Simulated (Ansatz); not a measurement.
Input for Ansatz (a first-principles code): U-CCSD(T)/def2-QZVPP on NaP+, 2S+1 = 4, a spin state set in the input, which need not be the lowest, a point of a bond scan (R = 3.065 Å). Charge +1. Files ending in .json are basis or fitting sets from the Basis Set Exchange.

Ansatz 0.2 input:
```yaml
crystal:
  periodic: [false, false, false]
  atoms:
    - {symbol: Na, position_ang: [0.00000000, 0.00000000, 0.00000000]}
    - {symbol: P, position_ang: [0.00000000, 0.00000000, 3.06498200]}
basis:
  gaussian:
    orbitals: def2-QZVPP.json
    pivot_positions_ang: [[0.00000000, 0.00000000, 0.00000000], [0.00000000, 0.00000000, 3.06498200]]
total_charge: 1
magnetization: {spin_polarized: true, initial_magnetization: 3}
correlation: {method: ccsd_t, electrons: valence}
output: {orbitals: {seedname: ./end}}
```

The log:

```
WARN ansatz: RAYON_NUM_THREADS=2 ignored (pool sized by the plan → 2); use --threads N
Functional definition: HF
integrals: 0.36 GiB planned
847 factors; integrals over basis functions are off by at most 2.3e-4 eV
mean field: 0.33 GiB planned
mean field evaluation 1: about -13670.7087 eV, gradient 8.8e0 eV
mean field evaluation 2: about -13670.7108 eV, gradient 8.8e0 eV
mean field evaluation 4: about -13671.1008 eV, gradient 5.4e-1 eV
mean field evaluation 8: about -13671.1046 eV, gradient 1.8e-4 eV
mean field evaluation 16: about -13671.1039 eV, gradient 2.0e-1 eV
mean field -13671.10459943 eV, -502.4038274215 hartree, gradient 2.6e-6 eV, S^2 3.750664; 0 other end points of the search recorded, 0 dependent functions left out
6 core orbitals not correlated
reference -13671.10459943 eV, -502.4038274215 hartree; 8, 5 occupied and 114, 117 virtual orbitals, 847 factors
second order -7.42534692 eV of doubles, -0.00000000 eV of singles
coupled cluster: 0.90 GiB planned
cycle   1  -7.90585602 eV  change   -4.8e-1 eV  update   4.6e-2
cycle   2  -8.04167245 eV  change   -1.4e-1 eV  update   1.3e-2
cycle   3  -8.04890153 eV  change   -7.2e-3 eV  update   4.0e-3
cycle   4  -8.04881158 eV  change    9.0e-5 eV  update   1.6e-3
cycle   5  -8.04892943 eV  change   -1.2e-4 eV  update   5.5e-4
cycle   6  -8.04894181 eV  change   -1.2e-5 eV  update   1.9e-4
cycle   7  -8.04894226 eV  change   -4.4e-7 eV  update   5.6e-5
cycle   8  -8.04894376 eV  change   -1.5e-6 eV  update   1.3e-5
perturbative correction -0.19593040 eV, -0.0072003093 hartree
Total energy: -13679.34947359 eV, -502.7068209582 hartree
```

The run converged.

Cost: very roughly 7 core-seconds.
